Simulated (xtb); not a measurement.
Ge(H)2(Cl)(OH) (ClGeH3O), SMILES [OH][GeH2][Cl]. All values are semi-empirical tight-binding results from xtb (GFN2-xTB unless named), good for trends rather than for accurate numbers. Coordinates come from a GFN2-xTB optimisation. Other conformers were not sampled.

Optimised geometry:

```xyz
6

Ge    -0.0861    -0.5520     0.0247
O      1.5914    -0.5996    -0.4046
Cl    -0.6551     1.4673     0.1272
H     -0.7399    -1.2728    -1.1132
H     -0.3013    -1.2056     1.3693
H      2.2021    -0.0042     0.0259
```

For metal compounds this method's bond lengths and energies can be far off.

- orbital gap: 7.75 eV
- zero-point energy: 17.4 kcal/mol
- G − E(el) at 298.15 K (modified RRHO): -0.7 kcal/mol

Computed atomic charges and the Wiberg bond orders between heavy atoms:
charges (e) Ge1 0.27, O2 -0.45, Cl3 -0.16, H4 0.02, H5 0.00, H6 0.32. Bond orders Ge1–O2 1.19, Ge1–Cl3 1.16.
